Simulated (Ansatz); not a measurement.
Reaction (atomization): `C[Si](N)(N)Cl` → C• + Cl• + 7 H• + 2 N• + Si•

Isolated molecules relaxed with PBE0-D4/def2-TZVP in Ansatz; ΔE leaves out vibrations. CBS: MP2 limit from def2 TZ/QZ plus the TZ coupled-cluster correction, frozen cores. This one scheme is used for every species, atoms too. For atomizations the MP2-based limit and the directly extrapolated one differ by several kJ/mol either way, and by 10 to 25 for some Ge, Se and Sn compounds, so smaller differences from it don't rank the levels. DFT in def2-TZVPP. No spin–orbit coupling; open shells (•) take unrestricted orbitals. Spin–orbit coupling would lower the free atoms: a little for C, Cl, Si. One conformer a species, not always the lowest.

`C[Si](N)(N)Cl`:

Cartesian coordinates in Å:
```
C 0.223 -1.431 -0.674
Si 0.108 0.341 -0.130
N -1.431 1.059 -0.016
N 0.823 0.458 1.410
Cl 1.038 1.451 -1.628
H -0.206 -1.550 -1.671
H -0.320 -2.081 0.016
H 1.263 -1.766 -0.717
H -1.867 1.497 -0.810
H -2.093 0.774 0.686
H 0.833 1.343 1.891
H 1.630 -0.097 1.643
```

```
         level  ΔE (kcal/mol)
      BHLYP-D4         1019.6
          BLYP         1028.6
          PBE0         1038.1
       r2SCANh         1035.5
         BHLYP         1011.2
  MP2/def2-SVP          972.3
 CCSD/def2-SVP          953.9
MP2/def2-QZVPP         1047.4
```

Task: What does CCSD(T)/CBS give? (Estimate.)

Result: The calculation gave: +1046.8 kcal/mol. The listed levels differ from it by -27.2, -18.2, -8.7, -11.3, -35.6, -74.5, -92.9, 0.6 kcal/mol.

Largest T1 diagnostic among the species: 0.012.

From r2SCAN to r2SCAN0 (25 % exact exchange), in def2-TZVPP and without D4, ΔE moves by −13.8 kcal/mol: exact exchange takes away binding that semilocal exchange gives to molecules. Leaving LDA and LC-ωPBE aside and taking each functional with its dispersion term where it has one, the values, not all of them listed here, spread over 40.1 kcal/mol, from BHLYP-D4 to PBE-D4. LDA lies +133.1 kcal/mol from PBE without D4, its usual overbinding.
